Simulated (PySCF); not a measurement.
Ga(Cl)(OH)2 (ClGaH2O2), SMILES [OH][Ga]([OH])[Cl].

The structure is a stationary point at B3LYP-D3(BJ)/def2-SVP. The values are those of a single conformer.

Level of theory: PBE0/def2-TZVPD (PySCF).

Gas-phase values at a fixed geometry.

- total energy: -2536.34704 hartree
- point group: Cs
- highest occupied level: -9.30 eV
- lowest empty level: -1.59 eV
- orbital gap: 7.71 eV
- dipole moment: 1.58 D
- quadrupole, principal values (traceless, Buckingham form, about the centre of nuclear charge): -5.76, 2.58, 3.18 D·Å
- mean static polarisability: 49.1 bohr³ (7.28 Å³)
- polarisability, principal values: 38.8, 50.3, 58.2 bohr³
